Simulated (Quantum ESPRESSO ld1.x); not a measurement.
Values are calculated unless marked as measured or tabulated.
Question: Species: Au4+. Configuration: [Xe] 4f14 5d7. Code: ld1.x of Quantum ESPRESSO 7.5. Model: scalar-relativistic Kohn-Sham, PBE, spin-unpolarised, spherical densities, point nucleus. Some entries of the table are withheld. Estimate them.

| orbital | occ. | eigenvalue (eV) | r(max) (bohr) | <r> (bohr) |
|---|---|---|---|---|
| 1s | 2 | -80841.8 | 0.010 | 0.01686 |
| 2s | 2 | -14307.2 | 0.060 | 0.07111 |
| 2p | 6 | -12373.7 | 0.050 | 0.06424 |
| 3s | 2 | -3417.39 | 0.169 | 0.1838 |
| 3p | 6 | -2856.69 | (1) | (2) |
| 3d | 10 | -2258.44 | (3) | 0.1677 |
| 4s | 2 | -783.198 | 0.382 | 0.4070 |
| 4p | 6 | -599.377 | 0.404 | 0.4335 |
| 4d | 10 | -378.856 | 0.411 | 0.4583 |
| 5s | 2 | -160.544 | 0.844 | 0.9209 |
| 4f | 14 | -134.018 | 0.376 | 0.4977 |
| 5p | 6 | -111.222 | 0.952 | (4) |
| 5d | 7 | -54.9844 | 1.17 | 1.382 |

Answer: 
(1) 3p r(max) (bohr): 0.169
(2) 3p <r> (bohr): 0.1851
(3) 3d r(max) (bohr): 0.137
(4) 5p <r> (bohr): 1.054
